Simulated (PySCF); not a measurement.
Coordinates in bohr (charge 0 multiplicity 1):
```
La    0.0000    0.0000   -1.1529
S     0.0000    0.0000   -5.7730
Br    0.0000    0.0000    4.3666
```

Method: PBE0/[La def2-TZVP with ECP46, S def2-TZVP, Br def2-TZVP], scalar-relativistic core potentials, density fitting, no spin–orbit coupling, PySCF.

This geometry of LaSBr is a stationary point at this level.

Problem. What is the point group?

Solution. C∞v.

Problem. Is it a minimum?

Solution. No: it has 2 imaginary modes (one degenerate set), at 78i cm⁻¹ (π).

Problem. List the harmonic modes with their infrared intensities.

Solution. 
| symmetry | ω (cm⁻¹) | IR (km/mol, summed over degenerate members) | type |
| --- | --- | --- | --- |
| π | 78i | – | bend |
| σ+ | 181 | 45.3 | stretch |
| σ+ | 441 | 172 | stretch |

Problem. Give the atomic charges and bond orders.

Solution. 
| atom | Mulliken | Löwdin | polar tensor | Mayer order to La1 |
| --- | --- | --- | --- | --- |
| La1 | 1.16 | 0.51 | 2.16 | – |
| S2 | -0.57 | -0.21 | -1.21 | 2.20 |
| Br3 | -0.59 | -0.29 | -0.95 | 0.72 |

In C∞v the vibrations span π + 2σ+.

This need not be the most stable arrangement of these atoms. At this level a singlet minimum of Cs symmetry lies 54 kJ/mol below this structure.
